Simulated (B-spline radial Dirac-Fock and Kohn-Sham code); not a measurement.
Subshell cross sections of Re⁵⁺, photon energy 2160 eV

System: Re⁵⁺ in the configuration [Xe] 4f14 5d2.

Calculated with a radial B-spline solver, using a relativistic central-field model (Hartree-Slater potential of the initial state, Latter tail, multipole expansion of the photon field, Dirac-Fock thresholds). The asymmetry parameter β is from the dipole term alone. Kinetic energies are from the vacuum level. Open shells are spread statistically over j, without multiplet splitting.

The last column is dσ/dΩ = σ/(4π) · [1 + β P₂(cos θ)] at θ = 0° from the polarisation vector of linearly polarised light.

```tsv
subshell	electrons	binding (eV)	kinetic (eV)	σ (kb)	β	dσ/dΩ (kb/sr)
M4 (3d3/2)	4	2025.3	134.7	331	0.41	37.0
M5 (3d5/2)	6	1958.7	201.3	?	?	?
N1 (4s)	2	706.1	1453.9	15.1	1.91	3.50
N2 (4p1/2)	2	599.5	1560.5	18.3	1.64	3.84
N3 (4p3/2)	4	526.4	1633.6	41.1	1.63	8.61
N4 (4d3/2)	4	351.2	1808.8	45.8	1.33	8.51
N5 (4d5/2)	6	337.7	1822.3	64.8	1.34	12.1
N6 (4f5/2)	6	115.5	2044.5	19.4	1.06	3.17
N7 (4f7/2)	8	113.1	2046.9	24.4	1.04	3.97
O1 (5s)	2	158.7	2001.3	3.10	1.92	0.720
O2 (5p1/2)	2	122.7	2037.3	3.22	1.71	0.694
O3 (5p3/2)	4	111.0	2049.0	6.85	1.70	1.47
O4 (5d3/2)	0.8	66.46	2093.5	0.961	1.39	0.183
O5 (5d5/2)	1.2	65.25	2094.7	1.35	1.38	0.256
```

Q: What are σ and β for M5 (3d5/2)?

A: σ = 474 kb, the largest of all subshells and 45 % of the total, and β = 0.57, which gives dσ/dΩ = 59.0 kb/sr.

Run: 5.8 s of CPU time on 1 thread of Neoverse-N1 (shared host), peak memory 0.39 GiB.
